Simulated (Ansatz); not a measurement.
Molecule: HTe, charge 0, multiplicity 2. 
Geometry from a B3LYP-D3(BJ)/def2-TZVP (Ansatz, a first-principles code) optimisation:
```
Te
H 1 1.6645
```
Charge 0, spin multiplicity 2.

Property: vertical electron affinity (to the singlet state of charge -1; a negative value means that the extra electron is unbound and the number depends on the basis; each state is the SCF solution reached for its spin), in eV. Cores are frozen in the correlated levels unless marked. UHF or UKS for open shells. Spin-orbit coupling is left out. Frozen are the shells of the preceding noble gas and the d and f shells that filled before the atom's block. In def2 rows, elements after Kr have scalar-relativistic effective core potentials. Anions need diffuse functions: def2-D sets add few. Basis-set limits of correlation are two-point, X^-3; Hartree-Fock from the larger set.

```
level                                 program  vertical electron affinity (eV)
------------------------------------  -------  -------------------------------
SVWN5/def2-TZVPD                       Ansatz                       (withheld)
PBE/def2-TZVPD                         Ansatz                             2.24
r2SCAN/def2-TZVPD                      Ansatz                             2.21
B3LYP/def2-TZVPD                       Ansatz                       (withheld)
PBE0/def2-TZVPD                        Ansatz                             2.21
BHLYP/def2-TZVPD                       Ansatz                       (withheld)
CAM-B3LYP/def2-TZVPD                   Ansatz                             2.25
wB97M-V/def2-TZVPD                     Ansatz                             2.18
wB97X-V/def2-TZVPD                     Ansatz                       (withheld)
wB97X/def2-TZVPD                       Ansatz                             2.25
CCSD/def2-SVPD                         Ansatz                             2.02
CCSD/def2-TZVPPD                       Ansatz                             2.07
CCSD/def2-QZVPPD                       Ansatz                             2.16
CCSD(T)/CBS(def2-TZVPPD,def2-QZVPPD)   Ansatz                             2.31
```

Task: Fill in the missing entries.

Result: 
- SVWN5/def2-TZVPD, vertical electron affinity (eV): 2.49
- B3LYP/def2-TZVPD, vertical electron affinity (eV): 2.30
- BHLYP/def2-TZVPD, vertical electron affinity (eV): 2.12
- wB97X-V/def2-TZVPD, vertical electron affinity (eV): 2.22
